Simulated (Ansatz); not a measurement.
Ansatz (a quantum-chemistry and plane-wave program) input (B3LYP-D3(BJ)/def2-TZVP):

Ansatz 0.2 input:
```yaml
crystal:
  periodic: [false, false, false]
  atoms:
    - {symbol: B, position_ang: [0.02782882, -0.78765452, 0.12719856]}
    - {symbol: C, position_ang: [1.36848780, -0.03993908, -0.17044941]}
    - {symbol: C, position_ang: [-1.36724046, -0.08663341, 0.21311379]}
    - {symbol: H, position_ang: [1.54175838, 0.73291849, 0.58164868]}
    - {symbol: H, position_ang: [2.26349426, -0.66126776, -0.19925039]}
    - {symbol: H, position_ang: [1.30665872, 0.47399059, -1.13222966]}
    - {symbol: H, position_ang: [-1.57696244, 0.45669996, -0.71108099]}
    - {symbol: H, position_ang: [-1.36032904, 0.65697194, 1.01294054]}
    - {symbol: H, position_ang: [-2.21870986, -0.74139973, 0.39781410]}
basis:
  gaussian:
    orbitals: def2-TZVP
hamiltonian:
  xc: b3lyp
  dispersion: d3bj
magnetization: {spin_polarized: true, initial_magnetization: 1}
relax: {f_tol: 0.002, max_steps: 150}
```

End of the output:

```
mean field -2847.67747323 eV, -104.6502169162 hartree, gradient 1.6e-5 eV, S^2 0.751712; 0 other end points of the search recorded, 0 dependent functions left out
the calculation of the forces begins
reference -2847.67772564 eV, -104.6502261919 hartree; 12, 11 occupied and 117, 118 virtual orbitals, 793 factors
relax step  21: F+E_penalty+E_count = -2847.89520502 eV  Δ(F+E_penalty+E_count) = -1.323e-6 eV  max|allowed force component| = 2.050e-3 eV/Å  Δτ_max = 0.0036 Å  (26 SCF iters, accepted)
these checks for a lower state are left out or cut short: starts, cluster_reference, orbital_swaps, neighbouring_geometries, increment
integrals: 0.03 GiB planned
793 factors; their error is unknown
mean field: 0.50 GiB planned
mean field -2847.67747459 eV, -104.6502169661 hartree, gradient 1.2e-5 eV, S^2 0.751712; 0 other end points of the search recorded, 0 dependent functions left out
the calculation of the forces begins
reference -2847.67772699 eV, -104.6502262417 hartree; 12, 11 occupied and 117, 118 virtual orbitals, 793 factors
relax step  22: F+E_penalty+E_count = -2847.89520541 eV  Δ(F+E_penalty+E_count) = -3.895e-7 eV  max|allowed force component| = 3.143e-4 eV/Å  Δτ_max = 0.0015 Å  (25 SCF iters, accepted)
integrals: 0.03 GiB planned
793 factors; their error is unknown
mean field: 0.50 GiB planned
mean field evaluation 160: about -2847.6936 eV, gradient 2.6e-1 eV
mean field -2847.67747459 eV, -104.6502169661 hartree, gradient 1.3e-5 eV, S^2 0.751712; 1 other end points of the search recorded, 0 dependent functions left out
the calculation of the forces begins
reference -2847.67772699 eV, -104.6502262417 hartree; 12, 11 occupied and 117, 118 virtual orbitals, 793 factors
Total energy: -2847.89545782 eV, -104.6582277019 hartree
Atom 0 at     0.058179    -0.613253     0.354068 Å, force     0.000049    -0.000274     0.000229 eV/Å
Atom 1 at     1.384151    -0.029898    -0.188038 Å, force    -0.000179     0.000314     0.000040 eV/Å
Atom 2 at    -1.386932    -0.082927     0.203079 Å, force     0.000078     0.000307     0.000033 eV/Å
Atom 3 at     1.722153     0.702159     0.560711 Å, force     0.000026    -0.000124    -0.000180 eV/Å
Atom 4 at     2.193775    -0.754078    -0.289187 Å, force    -0.000086    -0.000062     0.000019 eV/Å
Atom 5 at     1.269933     0.516767    -1.133153 Å, force     0.000082    -0.000003     0.000071 eV/Å
Atom 6 at    -1.559157     0.462926    -0.733677 Å, force    -0.000155     0.000012     0.000048 eV/Å
Atom 7 at    -1.531973     0.639590     1.020216 Å, force    -0.000017    -0.000241    -0.000248 eV/Å
Atom 8 at    -2.165143    -0.837599     0.325685 Å, force     0.000203     0.000069    -0.000011 eV/Å
Dipole moment:    -0.017177     0.194696    -0.095269 e Å
```

It need not be the lowest isomer of its formula.
